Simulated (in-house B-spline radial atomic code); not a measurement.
P⁵⁺. Computed with a B-spline radial atomic code. Model: all-electron spherical atom, spin shells full or empty, radial basis limit, no spin-orbit coupling: exact exchange with a local potential (Slater, KLI or optimised effective potential, whose far tail is KLI's), no correlation.

Exchange potential has not reached -1/r at the last radius.

The run also made RPA and GW results, which its time includes.

The Slater potential averages the orbital exchange potentials with the orbital densities as weights, KLI adds orbital constants, and the optimised effective potential minimises the exact-exchange energy among local potentials. So their energies lie above Hartree-Fock in the order OEP, KLI, Slater. All fall off as −1/r, unlike LDA and GGA exchange.

Command:
```bash
python run_gw.py task.json out
```
Settings (lengths in bohr, energies in hartree):
```
Z                      15
electrons              10
configuration          [He] 2s2 2p6
hamiltonian            nr
method                 oep
lmax                   9
spin_polarised         False
box_radius             10.43
intervals              65
```

Run time, properties included: 1.7 s on 1 thread of Arm Neoverse N1, with other jobs on the host.

Given: hamiltonian non-relativistic; mean-field start exchange-only OEP.

Computed: energy above Hartree-Fock 1.8893 millihartree; virial ratio -E/T less 1 -1e-06.

```
radius (bohr)  r times exchange potential (hartree bohr)
      0.00333                                  -0.041483
      0.00396                                  -0.049297
      0.00471                                  -0.058576
      0.00559                                  -0.069424
      0.00664                                   -0.08231
      0.00789                                   -0.09755
      0.00938                                   -0.11555
       0.0111                                   -0.13607
       0.0132                                   -0.16071
       0.0157                                   -0.18937
       0.0187                                   -0.22269
       0.0222                                   -0.25999
       0.0264                                          ?
       0.0313                                    -0.3482
       0.0372                                   -0.39832
       0.0442                                   -0.45053
       0.0525                                    -0.5025
       0.0624                                   -0.55115
       0.0742                                   -0.59169
       0.0881                                   -0.61732
        0.105                                   -0.62041
        0.124                                   -0.59663
        0.148                                   -0.55881
        0.176                                   -0.57209
        0.209                                   -0.68445
        0.248                                   -0.84528
        0.294                                   -0.99561
         0.35                                          ?
        0.416                                    -1.2378
        0.494                                    -1.3143
        0.587                                      -1.35
        0.697                                    -1.3439
        0.828                                    -1.3057
        0.984                                    -1.2504
         1.17                                    -1.1925
         1.39                                    -1.1425
         1.65                                    -1.1017
```

Problem. What belongs in the row 0.0264?

Solution. r times exchange potential (hartree bohr): -0.30232.

Problem. What belongs in the row 0.35?

Solution. r times exchange potential (hartree bohr): -1.1287.

```
occupied  level (hartree)  Hartree-Fock level (hartree)
      1s          -80.065                       -82.861
      2s          -9.9756                       -10.252
      2p          -8.1675                       -8.1669
```

| empty | level (hartree) |
| --- | --- |
| 3s | -3.1654 |
| 3p | -2.7285 |
| 3d | -2.1838 |
| 4s | ? |
| 4p | -1.3932 |

Problem. What belongs in the row 4s?

Solution. level (hartree): -1.5523.

The highest level, 2p, differs from Hartree-Fock by -0.017 eV and the deepest, 1s, by +76.1 eV: a local potential can match the highest level but can't give each shell its own exchange.
